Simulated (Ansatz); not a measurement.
Series SiXY, Y = amino, computed as singlets and as triplets. Gas-phase values, no solvent. One relaxed conformer stands for each flexible species; it need not be the lowest. Strings in code marks are SMILES.

Quantity: adiabatic spin-state energy, in eV. HF references are unrestricted for open shells and restricted for singlets. The restricted reference of `N[Si][SiH3]` and `B[Si]N` is unstable towards unrestricted orbitals.

A: `N[Si]N`: multiplicity 3 minus multiplicity 1
B: `B[Si]N`: multiplicity 3 minus multiplicity 1
C: `N[Si]S`: multiplicity 3 minus multiplicity 1
D: `N[Si][SiH3]`: multiplicity 3 minus multiplicity 1
E: `[C-]#[N+][Si]N`: multiplicity 3 minus multiplicity 1

**Question.** Order them by adiabatic spin-state energy (lowest first) at the level frozen-core CCSD(T)/cc-pVTZ // PBE0-D3(BJ)/def2-TZVP (Ansatz, a quantum-chemistry and plane-wave program).

**Answer.** B (0.72 eV), D (1.40 eV), C (2.24 eV), E (2.42 eV), A (2.50 eV)
